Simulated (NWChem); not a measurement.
# C2H7BClN; SMILES C(C)B(Cl)N

```xyz
12

B      0.2007     0.1464    -0.0021
Cl    -0.3894     1.8369    -0.0021
C     -0.8499    -1.0267    -0.0038
C     -0.2813    -2.4408     0.0068
H     -1.5067    -0.8783    -0.8804
H     -1.5191    -0.8701     0.8617
H      0.3355    -2.6245     0.9022
H      0.3523    -2.6313    -0.8753
H     -1.0728    -3.2059     0.0019
N      1.5786    -0.0491    -0.0007
H      2.2436     0.7129     0.0003
H      1.9944    -0.9712    -0.0002
```
Atoms are numbered in this order, from 1.

All runs: NWChem. Pople sets run with spherical d functions. The geometry was optimised at PBE0/def2-SVP. Not confirmed as a minimum by frequencies. B3LYP is NWChem's, with the RPA form of VWN correlation. GIAO values for the isolated, static molecule; σ is the absolute isotropic shielding, δ = σ(reference) − σ with the isolated reference molecule computed at the same levels (11B: boron trifluoride, 13C: tetramethylsilane, 1H: tetramethylsilane).

```csv
level,δ B1 (ppm),σ Cl2 (ppm),δ C4 (ppm),δ H5 (ppm),δ H7 (rotor mean) (ppm),δ H11 (ppm),δ H12 (ppm)
B3LYP/6-31G*,29.6,(withheld),(withheld),1.10,0.91,(withheld),(withheld)
"LDA (Slater exchange, VWN5)/pcSseg-1",31.5,805.0,7.1,1.12,0.88,3.80,3.90
PBE/pcSseg-1,29.6,821.0,9.6,1.10,0.91,3.70,3.81
```

Q: Fill in the missing entries.

A: 
- B3LYP/6-31G*, σ Cl2 (ppm): 875.9
- B3LYP/6-31G*, δ C4 (ppm): 10.3
- B3LYP/6-31G*, δ H11 (ppm): 3.05
- B3LYP/6-31G*, δ H12 (ppm): 3.26
